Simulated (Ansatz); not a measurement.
Relaxation of Li4H4 with RKS r2SCAN-D4/def2-TZVP.

```sh
$ ansatz run in.yaml --threads 2 --pin off --events-out ev --progress --plain --max-ram 4352MiB
```

```yaml
crystal:
  periodic: [false, false, false]
  atoms:
    - {symbol: Li, position_ang: [-0.343130, 0.746010, 1.231030]}
    - {symbol: Li, position_ang: [0.676550, -1.263910, 0.361830]}
    - {symbol: Li, position_ang: [0.903310, 0.820080, -0.838200]}
    - {symbol: Li, position_ang: [-1.239160, -0.301640, -0.755720]}
    - {symbol: H, position_ang: [-0.765540, 1.433690, -0.407940]}
    - {symbol: H, position_ang: [-1.022440, -0.931240, 0.946310]}
    - {symbol: H, position_ang: [1.401900, 0.343600, 0.857540]}
    - {symbol: H, position_ang: [0.388510, -0.846590, -1.394840]}
basis:
  gaussian: {orbitals: def2-TZVP}
hamiltonian: {xc: r2scan, dispersion: d4}
scf: {omitted_lower_state_checks: [starts]}
output: {orbitals: {seedname: orbitals}}
relax: {f_tol: 0.02, max_steps: 100}
```

Run time 5.5 s (2 threads of Arm Neoverse V2 on a shared host).

Positions (Å) and forces (eV/Å) at steps 1, 2, 3 of 3:

```xyz
8
step=1 energy=-884.3024 eV
Li   -0.343    0.746    1.231   -0.091    0.194    0.327
Li    0.677   -1.264    0.362    0.183   -0.337    0.097
Li    0.903    0.820   -0.838    0.235    0.215   -0.220
Li   -1.239   -0.302   -0.756   -0.315   -0.075   -0.199
H    -0.766    1.434   -0.408    0.079   -0.162    0.038
H    -1.022   -0.931    0.946    0.111    0.109   -0.096
H     1.402    0.344    0.858   -0.159   -0.046   -0.100
H     0.389   -0.847   -1.395   -0.044    0.101    0.154
8
step=2 energy=-884.3124 eV
Li   -0.361    0.784    1.294    0.036   -0.081   -0.132
Li    0.711   -1.330    0.380   -0.071    0.136   -0.039
Li    0.950    0.863   -0.880   -0.099   -0.090    0.089
Li   -1.300   -0.317   -0.794    0.135    0.035    0.080
H    -0.724    1.350   -0.387   -0.129    0.248   -0.068
H    -0.964   -0.875    0.896   -0.176   -0.162    0.160
H     1.320    0.320    0.806    0.241    0.063    0.148
H     0.368   -0.794   -1.315    0.063   -0.150   -0.238
8
step=3 energy=-884.3554 eV
Li   -0.356    0.773    1.276    0.001   -0.003   -0.004
Li    0.702   -1.311    0.375   -0.002    0.004   -0.001
Li    0.935    0.850   -0.868   -0.003   -0.003    0.003
Li   -1.281   -0.312   -0.783    0.004    0.001    0.002
H    -0.749    1.399   -0.400   -0.009    0.018   -0.005
H    -0.998   -0.907    0.927   -0.013   -0.012    0.012
H     1.367    0.333    0.836    0.018    0.004    0.011
H     0.380   -0.824   -1.362    0.005   -0.011   -0.017
```

The structure comes from a short search, and lower isomers may exist.
